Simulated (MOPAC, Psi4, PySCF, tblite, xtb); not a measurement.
Dimer CH3Cl ··· H6Si2 (SMILES CCl and [SiH3][SiH3]) at R = 3.93 Å between the centres of mass, closest contact 2.74 Å (lowest of the rigid-body minima from ten starts at GFN2-xTB). Geometry in Å and degrees:

```
Si
H 1 1.4832
H 1 1.4832 2 108.63
H 1 1.4832 2 108.64 3 118.01
Si 1 2.3443 2 110.30 3 -121.00
H 5 1.4832 1 110.30 2 59.52
H 5 1.4832 6 108.64 1 -121.00
H 5 1.4832 6 108.63 7 -118.01
H 4 2.7440 1 100.90 2 8.18
C 9 1.0857 4 122.95 1 103.14
H 10 1.0858 9 110.57 4 79.00
H 10 1.0858 9 110.57 11 122.80
Cl 10 1.7944 9 108.35 12 118.60
```

- GFN2-xTB (tblite)
- SAPT0/jun-cc-pVDZ, frozen core (Psi4)
- revPBE/def2-TZVP, counterpoise-corrected (Psi4)
- revPBE-D3(BJ)/def2-TZVP, counterpoise-corrected (Psi4)
- PBE/def2-TZVP, counterpoise-corrected (Psi4)
- PBE-D3(BJ)/def2-TZVP, counterpoise-corrected (Psi4)
- HF/aug-cc-pVDZ, counterpoise-corrected (Psi4)
- MP2/aug-cc-pVDZ = DF-MP2/aug-cc-pVDZ, frozen core, counterpoise-corrected (Psi4 1.11)
- SCS-MP2/aug-cc-pVDZ = Psi4 with DF-SCS-MP2/aug-cc-pVDZ, frozen core, counterpoise-corrected
- PM6, restricted, heats of formation (MOPAC)
- PM3, restricted, heats of formation (MOPAC)
- GFN1-xTB (xtb)
- RKS-B3LYP/6-31G* = restricted B3LYP/6-31G*, spherical d, no counterpoise correction (PySCF 2.14.0)
- RKS-M06-2X/6-31G* = restricted M06-2X/6-31G*, spherical d, no counterpoise correction in PySCF
- RMP2/3-21G = PySCF with restricted MP2 (frozen core)/3-21G, no counterpoise correction
- RKS-BP86/6-31G* = restricted BP86/6-31G*, spherical d, no counterpoise correction (PySCF)

Task: What interaction energy does each level give?

Result: 
```json
[
 {"method": "GFN1-xTB", "E_int / kJ/mol": "-16.27"},
 {"method": "RKS-M06-2X/6-31G*", "E_int / kJ/mol": "-10.43"},
 {"method": "RMP2/3-21G", "E_int / kJ/mol": "-9.51"},
 {"method": "PBE-D3(BJ)/def2-TZVP", "E_int / kJ/mol": "-9.16"},
 {"method": "revPBE-D3(BJ)/def2-TZVP", "E_int / kJ/mol": "-8.91"},
 {"method": "GFN2-xTB", "E_int / kJ/mol": "-8.40"},
 {"method": "MP2/aug-cc-pVDZ", "E_int / kJ/mol": "-7.14"},
 {"method": "SAPT0/jun-cc-pVDZ", "E_int / kJ/mol": "-4.62"},
 {"method": "SCS-MP2/aug-cc-pVDZ", "E_int / kJ/mol": "-4.45"},
 {"method": "PM6", "E_int / kJ/mol": "-3.63"},
 {"method": "PBE/def2-TZVP", "E_int / kJ/mol": "-2.01"},
 {"method": "RKS-B3LYP/6-31G*", "E_int / kJ/mol": "0.51"},
 {"method": "PM3", "E_int / kJ/mol": "2.10"},
 {"method": "RKS-BP86/6-31G*", "E_int / kJ/mol": "2.33"},
 {"method": "HF/aug-cc-pVDZ", "E_int / kJ/mol": "4.25"},
 {"method": "revPBE/def2-TZVP", "E_int / kJ/mol": "5.39"}
]
```
